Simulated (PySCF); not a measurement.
# SiBi⁺: from constants to spectrum

UHF-CCSD(T) constants of SiBi⁺, ³Σ⁻ (triplet), unpaired electrons π ↑↑ (Si def2-SVP, Bi def2-SVP with ECP60; scalar-relativistic core potentials (PySCF 2.14); masses 27.9769 and 208.9804 u):

```
ωe              : 304.7 cm⁻¹
ωexe            : 1.05 cm⁻¹
Be              : 0.097493 cm⁻¹
αe              : 0.000428 cm⁻¹
D (centrifugal) : 3.99e-08 cm⁻¹
```

Question: Give the vibrational terms G(v) and spacings up to v = 6.

Answer: G(v) = ωe(v+½) − ωexe(v+½)².

```csv
v,G(v) (cm⁻¹),G(v) − G(v−1),Bv (cm⁻¹)
0,152.1,,0.09728
1,454.7,302.6,0.09685
2,755.2,300.5,0.09642
3,1053.6,298.4,0.09599
4,1349.9,296.3,0.09557
5,1644.1,294.2,0.09514
6,1936.2,292.1,0.09471
```

Correlated steps freeze 9 core orbitals. These are scalar-relativistic numbers at best; spin–orbit coupling would shift them, the dissociation energy most. The state is the lowest determinant that a PBE0 search found; another state may lie lower at other levels.
